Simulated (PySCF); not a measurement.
Compound: C₅H₁₂Si₂.
Numbering: `[SiH3:1][CH2:2][SiH:3]1[CH2:4][CH:5]=[CH:6][CH2:7]1` (hydrogens: H8, H9, H10 on Si1; H11, H12 on C2; H13 on Si3; H14, H15 on C4; H16 on C5; H17 on C6; H18, H19 on C7)

Method used: PySCF, PBE0-D3(BJ)/def2-SVP geometry optimisation, gas phase.

Some entries are withheld. Bonds in one row agree within 0.01 Å.

```tsv
coordinate	value
Si1–C2	?
C2–Si3	1.882 Å
Si3–C4, Si3–C7	?
C4–C5, C6–C7	?
C5=C6	?
Si1–H8, Si1–H9, Si1–H10	1.496 Å
C2–H11, C2–H12	1.104 Å
Si3–H13	1.497 Å
C4–H14, C7–H18	1.105 Å
C4–H15, C7–H19	1.104 Å
C5–H16, C6–H17	1.096 Å
Si1–C2–Si3	?
C2–Si3–C4	?
C4–Si3–C7	95.8°
Si3–C4–C5	?
C4–C5–C6	119.4°
```

**Question.** Estimate the withheld lengths and angles.

**Answer.** 
- Si1–C2 = 1.879 Å, drawn single (SiH3 silicon to sp3 carbon bound to silicon); 0.01 Å above the sum of covalent radii, 1.87 Å.
- Si3–C4, Si3–C7 = 1.902 Å, drawn single (SiH silicon to sp3 carbon bound to silicon); 0.03 Å above the sum of covalent radii, 1.87 Å.
- C4–C5, C6–C7 = 1.507 Å, drawn single (sp3 carbon bound to silicon to alkene CH carbon); 0.02 Å above the sum of covalent radii, 1.49 Å.
- C5=C6 = 1.341 Å, drawn double (both ends alkene CH carbon); 0.12 Å below the sum of covalent radii, 1.46 Å.
- Si1–C2–Si3 = 115.3°, at the sp3 carbon bound to silicon; the outer atoms are 3.177 Å apart.
- C2–Si3–C4 = 113.8°, at the SiH silicon; the outer atoms are 3.171 Å apart.
- Si3–C4–C5 = 102.6°, at the sp3 carbon bound to silicon, inside a 5-membered ring; the outer atoms are 2.673 Å apart.

Radii are Cordero's, carbon taken as 0.76, 0.73 or 0.69 Å for four, three, and two or fewer neighbours.

No PBE0-D3(BJ)/def2-SVP frequencies stand behind this structure, so it isn't proved a minimum. One conformer, not necessarily the lowest (Si1–C2–Si3–C4 172°).
